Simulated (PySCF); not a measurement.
**Working out the excitation energy of Ba+**

Ba+ [Xe] 6s1 (2S) → Ba+ [Xe] 6p1 (2P). All numbers are calculated (PySCF 2.14, scalar relativity through the core potential, in def2-TZVPPD with the def2 core potential (46 electrons)). Frozen: nothing. Energies in hartree (1 hartree = 27.21139 eV):

```tsv
part	Ba+ (lower)	Ba+ (upper)
UHF	-24.938251	-24.847128
CCSD correlation	-0.147839	-0.143668
(T)	-0.003666	-0.003436
```

Question: What does Hartree-Fock give?

Answer: (-24.847128) − (-24.938251) = 0.091123 hartree = 2.480 eV.

Question: What do CCSD and CCSD(T) give?

Answer: The CCSD correlation energies differ by 0.004171 hartree = 0.113 eV and the triples by 0.000230 hartree = 0.006 eV, so CCSD gives 2.593 eV and CCSD(T) 2.599 eV.

Measured between the centres of the two terms (NIST): 2.652 eV, so CCSD(T) (valence and next inner shell) is off by -0.053 eV.

What remains against the reference includes basis incompleteness and higher excitations.
